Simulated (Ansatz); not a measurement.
The atomisation energy (no zero-point term) down a group: Si to Sn

One atom is swapped for its congeners: C6H14O2Si `CC(C)O[Si]OC(C)C`; C6H14GeO2 `CC(C)[O][Ge][O]C(C)C`; C6H14O2Sn `CC(C)[O][Sn][O]C(C)C`. All are singlets with charge 0.

Shapes, held fixed at every level: PBE0-D4/def2-TZVP. Flexible molecules stand in one conformer, not always the lowest. Programs: Ansatz 0.2.0. Values in eV.

```
                level  C6H14O2Si  C6H14O2Sn
     SPW92/def2-TZVPP     109.63     107.28
    PBE-D4/def2-TZVPP      97.84      95.67
 r2SCAN-D4/def2-TZVPP      96.17      93.91
r2SCAN0-D4/def2-TZVPP      94.95      92.52
    B2PLYP/def2-TZVPP      95.03      92.72
      CCSD/def2-TZVPP      92.50      90.17
   CCSD(T)/def2-TZVPP      93.81      91.55
```

(1) Estimate the column for C6H14GeO2 from its neighbours.

Results:

(1) The mean of the neighbours at CCSD(T)/def2-TZVPP is 92.68 eV, against 92.53 from the run. All rows: SPW92/def2-TZVPP 108.33; PBE-D4/def2-TZVPP 96.57; r2SCAN-D4/def2-TZVPP 94.87; r2SCAN0-D4/def2-TZVPP 93.53; B2PLYP/def2-TZVPP 93.66; CCSD/def2-TZVPP 91.16; CCSD(T)/def2-TZVPP 92.53 eV. At CCSD(T)/def2-TZVPP the atomisation energy falls at every step, from 93.81 to 91.55 eV. Every level shows the same order. For atoms past krypton def2 sets carry core potentials with scalar relativity. Relativity is left out for Ge unless named. Correlated rows may include outer-core shells of Ge, Sn, which these sets cover unevenly. Spin-orbit coupling, which grows down the group, is left out (summed over each molecule's free atoms 0.06, 0.16, 0.35 eV).
